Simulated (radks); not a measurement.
Values are calculated unless marked as measured or tabulated.
Question: The table gives one normalised radial function P(r) = r R(r) of Tb+ in [Kr] 4d10 4f9 5s1.5 5p6 6s1 5d0.5 (r in bohr). Level of theory: scalar-relativistic Kohn-Sham, XLYP, spin-unpolarised, spherical densities, point nucleus (a radial shooting solver on a logarithmic mesh with Libxc functionals).

r	P
0.001421	0.0000
0.001941	0.0000
0.002631	0.0000
0.003565	0.0001
0.004832	0.0002
0.006601	0.0004
0.008946	0.0008
0.01212	0.0018
0.01643	0.0041
0.02227	0.0087
0.03042	0.0184
0.04123	0.0359
0.05588	0.0650
0.07573	0.1063
0.1035	0.1512
0.1402	0.1695
0.19	0.1225
0.2575	-0.0100
0.349	-0.1789
0.4768	-0.2622
0.6462	-0.1527
0.8758	0.1163
1.187	0.4115
1.622	0.6044
2.198	0.6315
2.979	0.5271
4.037	0.3515
5.471	0.1771
7.474	0.0594
10.13	0.0115

Which n and l does it have? It may be an empty orbital.

Answer: n = 5, l = 2: the number of nodes gives n - l - 1 = 2, the rise at small r (about r^(l+1), flatter next to the nucleus through relativity) gives l, and the extent must fit the shell. The curve is that of 5d. 5d: eigenvalue -7.662 eV, 2 radial nodes at r = 0.253, 0.778 bohr, <r> = 2.68 bohr, 90 % of the charge inside 4.28 bohr.
